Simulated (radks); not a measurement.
O II, 7 electrons, occupied as [He] 2s1.75 2p3.25 (fractional occupations, a model configuration).

All-electron calculation, non-relativistic Kohn-Sham, LDA (Slater exchange, Perdew-Wang correlation), spin-polarised, spherical densities, point nucleus; open shells are filled with parallel spins first. Program: a radial shooting solver on a logarithmic mesh with Libxc functionals.

Energy parts (Ry):
total: -147.75697
kinetic: 147.15432
electron-nucleus: -343.62446
Hartree: 63.69040
exchange-correlation: -14.97723

Orbitals (lengths in bohr, moments of r in powers of bohr):
| orbital | occ. | eigenvalue (Ry) | <r> |
|---|---|---|---|
| 1s up | 1 | -38.91072 | 0.2012 |
| 1s down | 1 | -38.72312 | 0.2004 |
| 2s up | 1 | -3.03256 | 1.079 |
| 2s down | 0.75 | -2.61760 | 1.123 |
| 2p up | 3 | -1.94834 | 1.084 |
| 2p down | 0.25 | -1.53385 | 1.177 |

The highest occupied level is 2p down at -20.869 eV. Spin moment in Bohr magnetons: 3.
